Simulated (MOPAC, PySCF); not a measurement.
System: H₃Sb, singlet: umbrella (inversion) coordinate, bond length relaxed. Scanned: angle between the Sb-H bonds and the threefold axis (90 = planar). Other coordinates (Sb-H bond length) were minimised at PBE0/def2-TZVP.

Levels: PM3, restricted, heats of formation (MOPAC); PM7, restricted, heats of formation (MOPAC); RMP2/3-21G = restricted MP2 (frozen core)/3-21G (PySCF); CCSD(T) on RHF/def2-TZVP, 4 core orbitals frozen, def2 effective core potentials past Kr (PySCF).

Energies relative to the lowest point of each profile, in mEh; the last columns give the difference from CCSD(T):

```
a / °   PM3   PM7  RMP2/3-21G  CCSD(T)  PM3 − CCSD(T)  PM7 − CCSD(T)  RMP2/3-21G − CCSD(T)
-----  ----  ----  ----------  -------  -------------  -------------  --------------------
90        —     —        69.2     71.7              —              —                  -2.5
93        —     —        67.5     69.9              —              —                  -2.4
96        —     —        62.5     64.5              —              —                  -2.0
99     54.7  91.1        54.9     56.5           -1.8           34.6                  -1.6
102    42.9  71.6        45.5     46.9           -4.0           24.7                  -1.4
105    32.1  53.8        35.3     36.8           -4.7           17.0                  -1.5
108    22.8  38.4        25.4     27.1           -4.3           11.2                  -1.7
111    15.0  25.4        16.6     18.4           -3.4            7.0                  -1.8
114     8.8  15.0         9.4     11.2           -2.4            3.8                  -1.8
117     4.1   7.2         4.1      5.5           -1.4            1.7                  -1.5
120     1.2   2.2         0.9      1.8           -0.6            0.4                  -0.9
123     0.0   0.0         0.0      0.0            0.0            0.0                   0.0
126     0.6   0.8         1.3      0.3            0.3            0.5                   1.0
129     3.0   4.7         4.8      2.7            0.3            2.0                   2.1
132     7.1  11.7        10.3      7.4           -0.3            4.3                   2.9
```

PM3 is furthest from CCSD(T) at 105 (-4.7 mEh, below); its mean absolute difference over the points is 2.0 mEh.

PM7 is furthest from CCSD(T) at 99 (34.6 mEh, above); its mean absolute difference over the points is 8.9 mEh.

RMP2/3-21G is furthest from CCSD(T) at 132 (2.9 mEh, above); its mean absolute difference over the points is 1.7 mEh.

A dash means that the run gave no value there, or that the column was ended at a point which the program doubted or which failed a test of continuity chosen for this set; such a test can also cut sound points.
